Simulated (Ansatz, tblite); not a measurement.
Cost and result up the ladder for Sn₂S₄ (6 atoms). The state is a singlet with charge 0. Geometry: PBE-D4/def2-SVP.

```
atom   x (Å)   y (Å)   z (Å)
 Sn1  -1.483  -1.050   0.609
 Sn2   1.483   1.057  -0.609
  S3  -0.801   0.237  -1.635
  S4   0.806  -0.239   1.632
  S5  -0.789   2.214  -0.788
  S6   0.784  -2.218   0.792
```

Ansatz on 4 threads of Arm Neoverse V1 on a shared host; xTB runs through tblite on one thread. Times are rough, summed over both states, and most runs start from the orbitals of an earlier one. PBE0-D4/def2-TZVP serves as the yardstick here, not as an exact answer. Differences are given only for rows in sets of like size (and for xTB, whose basis is part of the method), since another set adds its own error. The other state is a triplet at its own geometry, which has other bonds, so the gap mixes isomer and spin.

In the def2 sets Sn takes a core potential, while STO-3G treats all electrons; there is no spin–orbit coupling. The xTB rows come from tblite. Correlated methods freeze 28 core orbitals; core or outer-core shells of Sn are correlated, in sets that lack core-valence functions. The rows differ in basis, and correlated rows in double-zeta sets carry the largest basis error. The structure comes from a short search, and lower isomers may exist.

Correlated methods converge slowly with the basis, most of all in double-zeta sets (MP2 moves by 0.20 eV from def2-SVP to def2-TZVP here).

xTB has no spin-polarisation term.

| level | functions | wall time |
| --- | --- | --- |
| GFN1-xTB | 54 | 0.017 s |
| GFN2-xTB | 54 | 0.023 s |
| HF/STO-3G | 90 | 7.8 s |
| PBE-D4/def2-TZVP | 248 | 14 s |
| r2SCAN-D4/def2-TZVP (with forces) | 248 | 36 s |
| PBE0-D4/def2-TZVP | 248 | 43 s |
| MP2/def2-TZVP | 248 | 43 s |
| B97M-V/def2-TZVP | 248 | 54 s |
| CCSD(T)/def2-SVP | 124 | 1.8 min |

Estimate what each level gives for the triplet − singlet (eV).


```
                            level  triplet − singlet (eV)  difference from PBE0-D4/def2-TZVP (eV)                                  remarks
                         GFN1-xTB                    2.54                                    0.75                                        –
                         GFN2-xTB                    1.86                                    0.07                                        –
                        HF/STO-3G                    2.32                                       –  spin-contaminated (⟨S²⟩ 2.17) (triplet)
                 PBE-D4/def2-TZVP                    1.59                                   -0.20                                        –
r2SCAN-D4/def2-TZVP (with forces)                    1.64                                   -0.15                                        –
                PBE0-D4/def2-TZVP                    1.79                                    0.00                                        –
                    MP2/def2-TZVP                    2.15                                    0.36                                        –
                 B97M-V/def2-TZVP                    1.88                                    0.10                                        –
                 CCSD(T)/def2-SVP                    1.83                                       –                                        –
```
